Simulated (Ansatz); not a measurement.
Gas-phase electronic energies from Ansatz, PBE0-D4/def2-TZVP geometries. CCSD(T)/CBS is the MP2 limit (def2-TZVPP, def2-QZVPP) plus CCSD(T) − MP2 in def2-TZVPP, frozen cores. This one scheme is used for every species. DFT in def2-TZVPP. For Ge outer-core shells are correlated without core-valence functions, which leaves a few kJ/mol of doubt a bond. Scalar relativity is left out up to krypton.

Consider the ligand exchange at a Ge–O bond: `C[O][GeH]` + NH₃ → `[NH2][GeH]` + CH₃OH.

`C[O][GeH]`:

Cartesian coordinates in Å:
```
C 0.078 -0.627 0.495
O 0.550 -0.270 -0.781
Ge 0.223 1.222 -1.682
H -0.496 -1.556 0.424
H -0.560 0.154 0.925
H 0.927 -0.802 1.162
H -0.721 1.880 -0.543
```

NH₃:

Cartesian coordinates in Å:
```
N -0.059 0.152 0.230
H -0.006 -0.839 0.435
H -0.764 0.269 -0.488
H 0.828 0.418 -0.178
```

`[NH2][GeH]`:

```xyz
5

N    -0.235   -0.401   -0.386
Ge    1.060    0.029    0.812
H    -0.247   -1.290   -0.860
H    -1.004    0.190   -0.656
H     0.426    1.473    1.090
```

CH₃OH:

Z-matrix (Å, degrees):
```
C
O 1 1.409
H 1 1.097 2 112.4
H 1 1.090 2 107.0 3 -118.5
H 1 1.097 2 112.4 3 123.0
H 2 0.959 1 108.5 3 -61.6
```

```
             level  ΔE (kcal/mol)
         revPBE-D4            3.2
               PBE            2.5
            r2SCAN            2.5
SCS-MP2/def2-QZVPP            2.6
```

(1) What does CCSD(T)/CBS give? (An estimate is asked.)

Largest T1 diagnostic among the species: 0.016.

Results:

(1) The calculation gave: +2.3 kcal/mol. The listed levels differ from it by 0.9, 0.2, 0.2, 0.3 kcal/mol.

Leaving LDA and LC-ωPBE aside and taking each functional with its dispersion term where it has one, the values, not all of them listed here, spread over 2.6 kcal/mol, from PBE-QIDH to BLYP-D4. From PBE to PBE0 (25 % exact exchange), in def2-TZVPP and without D4, ΔE moves by −0.9 kcal/mol.
